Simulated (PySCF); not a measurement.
C3H9FO2Si2.
Atom-mapped SMILES: `[F:1]/[CH:2]=[CH:3]\[O:4][SiH2:5][CH2:6][O:7][SiH3:8]` (hydrogens: H9 on C2; H10 on C3; H11, H12 on Si5; H13, H14 on C6; H15, H16, H17 on Si8)

Cartesian coordinates in Å at the GFN2-xTB level; atoms count from 1:
```
atom  x, y, z in Å
F1    -2.6024    0.7116   -1.6692
C2    -3.3836    0.1077   -0.7488
C3    -2.8757   -0.5127    0.3042
O4    -1.5840   -0.6417    0.6157
Si5   -0.2429   -0.0911   -0.1559
C6     1.0799   -0.7535    1.0413
O7     2.3886   -0.5916    0.5657
Si8    3.2147    0.7370    0.1798
H9    -4.4335    0.1908   -0.9700
H10   -3.5449   -0.9819    1.0138
H11   -0.1125   -0.6824   -1.4850
H12   -0.2492    1.3699   -0.2064
H13    0.9438   -1.8266    1.2130
H14    0.9930   -0.2640    2.0190
H15    2.6219    1.4395   -0.9614
H16    3.2828    1.6807    1.3016
H17    4.4972    0.1203   -0.1191
```

Level of theory: PySCF 2.14.0, density-fitted response routines, TDDFT wB97X-D/def2-SVPD, vertical, gas phase, core orbitals frozen in the response.

```
state  E (eV)  E (kJ/mol)  λ (nm)       f  |μ| (D)  main configurations (H = HOMO, L = LUMO)
   S1    6.20         598   200.1   0.013     0.75                    H→L (51%), H→L+1 (30%)
   S2    6.35         613   195.2  0.0066     0.53                               H-1→L (92%)
   S3    7.17         692   173.0   0.032     1.09       H→L+1 (31%), H→L (19%), H→L+4 (18%)
   S4    7.24         699   171.2   0.277     3.18                  H→L+3 (74%), H→L+2 (14%)
   S5    7.31         705   169.7   0.041     1.22                               H-2→L (78%)
   S6    7.45         718   166.5  0.0011     0.20              H-1→L+1 (61%), H-1→L+4 (17%)
   S7    7.56         730   163.9  0.0022     0.27                  H→L+4 (55%), H→L+1 (24%)
   S8    7.84         756   158.1  0.0001     0.06                               H→L+5 (39%)
```

Triplets (Tamm–Dancoff): T1 4.53 eV, H→L+3 (79%), H→L+2 (13%); T2 5.99 eV, H→L (46%), H→L+1 (23%), H-1→L (9%); T3 6.04 eV, H-1→L (82%).

The lowest singlet comes at 200 nm (598 kJ/mol) in the ultraviolet; it is weak; its leading configuration is HOMO→LUMO (51%). The strongest level in the table is S4 at 7.24 eV (171 nm, f = 0.277). Löwdin shares by element: HOMO carbon 56% or more, oxygen 22% or more, fluorine 13%; LUMO silicon 36%, hydrogen 9% or more, oxygen 8% or more (atoms not listed hold the other 48%). The listed states span 1.64 eV, and the widest gap between neighbours is 0.82 eV (S2 to S3). The oscillator strengths of these states sum to 0.374; summed over the whole spectrum of an exact calculation they would give the number of electrons, 80 (Thomas–Reiche–Kuhn). Weighted by f, the mean energy of these states is 7.19 eV. The window holds the lowest 8 singlets.

One conformer stands for the species.
